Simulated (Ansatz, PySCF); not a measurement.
Reaction (SMILES): [SiH2-]O[SiH](Cl)Cl -> [SiH3]O[Si-](Cl)Cl
Each molecule is optimised on its own at B3LYP-D3(BJ)/def2-TZVP (Ansatz, a program for electronic structure), one conformer each, not searched for the lowest. Frequencies are from Ansatz or PySCF.

Wanted: isomerisation energy (0 K, with B3LYP-D3(BJ) harmonic zero-point energies), in kcal/mol. Correlated levels leave the core frozen unless marked. No spin-orbit coupling. Non-relativistic. Anions need diffuse functions: aug- sets have them; def2-D sets add few; the other sets have none. CBS(X,Y): correlation extrapolated as X^-3; Hartree-Fock from the larger set.

```json
[
 {"level": "B97M-V/def2-TZVPD", "program": "Ansatz", "isomerisation energy (kcal/mol)": "-14.8"}
]
```

Task: Estimate the value at CCSD(T)/CBS(aug-cc-pV(T+d)Z,aug-cc-pV(Q+d)Z) as computed with Ansatz.

Result: -16.9 kcal/mol, so B97M-V/def2-TZVPD differs from it by 2.1 kcal/mol.
